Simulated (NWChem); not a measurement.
System: AlGeH4OCl; SMILES [OH][Al]([Cl])[GeH3]

NWChem input:

```
start job
memory heap 200 mb stack 900 mb global 1100 mb
geometry units angstroms noautosym nocenter noautoz
  Al     0.570393    -0.582095    -0.045138
  Cl    -0.700936    -2.254822    -0.367725
  Ge    -0.280008     1.719107     0.004842
  H     -0.968950     2.088342    -1.337534
  H     -1.343017     1.896721     1.123495
  H      0.855966     2.744742     0.257352
  O      2.248429    -0.846157     0.188433
  H      2.656030    -1.727638     0.181627
end
basis spherical
  Al library def2-svp
  Cl library def2-svp
  Ge library def2-svp
  H library def2-svp
  O library def2-svp
end
dft
  xc b3lyp
  iterations 150
end
property
  efieldgrad
end
task dft property
```

Coordinates come from a PBE-D3(BJ)/def2-SVP optimisation. B3LYP is NWChem's, with the RPA form of VWN correlation.

Vzz is the largest principal value of the second derivative of the potential at the nucleus (NWChem prints the opposite sign); η is the asymmetry. Non-relativistic.

Atoms are numbered as in the input.

Question: Predict the main results of this run. (B3LYP/def2-SVP.) Quantities: Vzz Al1 (a.u.); η Al1; Vzz Cl2 (a.u.); η Cl2; Vzz Ge3 (a.u.); η Ge3; Vzz O7 (a.u.); η O7.

Answer: 
- Vzz Al1 (a.u.) = 0.743
- η Al1 = 0.55
- Vzz Cl2 (a.u.) = 1.201
- η Cl2 = 0.24
- Vzz Ge3 (a.u.) = -0.303
- η Ge3 = 0.16
- Vzz O7 (a.u.) = 1.352
- η O7 = 0.11
